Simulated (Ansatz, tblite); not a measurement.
Cost and result up the ladder for the cluster ZrTe2⁺ (3 atoms). The state is a doublet with charge 1. Geometry: r2SCAN-D4/def2-TZVP.

```xyz
3

Zr    0.105    1.387    0.599
Te    1.322   -0.842   -0.197
Te   -1.427   -0.545   -0.402
```

Ansatz on 4 threads of Arm Neoverse V1 on a shared host; xTB runs through tblite on one thread. Times are rough, summed over both states, and most runs start from the orbitals of an earlier one. ωB97X-V/def2-TZVP serves as the yardstick here, not as an exact answer. The other state is a quartet at its own geometry.

In the def2 sets Te, Zr take a core potential; there is no spin–orbit coupling. The xTB rows come from tblite. Correlated methods freeze 8 core orbitals; core or outer-core shells of Zr, Te are correlated, in sets that lack core-valence functions. In CCSD on the charge 1 quartet the largest single amplitude is 0.17, so its Hartree–Fock determinant may place the open shell otherwise than the density functionals do. The structure comes from a short search, and lower isomers may exist.

Correlated methods converge slowly with the basis.

xTB has no spin-polarisation term.

| level | functions | wall time | quartet − doublet (eV) | difference from ωB97X-V/def2-TZVP (eV) | remarks |
| --- | --- | --- | --- | --- | --- |
| GFN1-xTB | 27 | 0.008 s | 0.87 | 0.21 | – |
| GFN2-xTB | 27 | 0.012 s | 1.98 | 1.32 | – |
| LDA (SPW92)/def2-TZVP | 140 | 3.2 s | 1.16 | 0.50 | – |
| revPBE-D4/def2-TZVP | 140 | 6.6 s | 0.93 | 0.27 | – |
| PBE-D4/def2-TZVP (with forces) | 140 | 6.8 s | 0.97 | 0.31 | – |
| RPA@PBE/def2-TZVP | 140 | 12 s | 0.96 | 0.30 | – |
| PBE0-D4/def2-TZVP | 140 | 16 s | 0.75 | 0.09 | spin-contaminated (⟨S²⟩ 0.83) (doublet) |
| BHLYP-D4/def2-TZVP | 140 | 24 s | 0.53 | -0.13 | – |
| r2SCAN-D4/def2-TZVP | 140 | 27 s | 0.81 | 0.15 | spin-contaminated (⟨S²⟩ 0.86) (doublet) |
| B97M-V/def2-TZVP | 140 | 45 s | 0.74 | 0.08 | spin-contaminated (⟨S²⟩ 0.83) (doublet) |
| CCSD(T)/def2-TZVP | 140 | 72 s | 1.02 | 0.36 | spin-contaminated (⟨S²⟩ 0.87) (doublet) |
| ωB97X-V/def2-TZVP | 140 | 73 s | 0.66 | 0.00 | – |
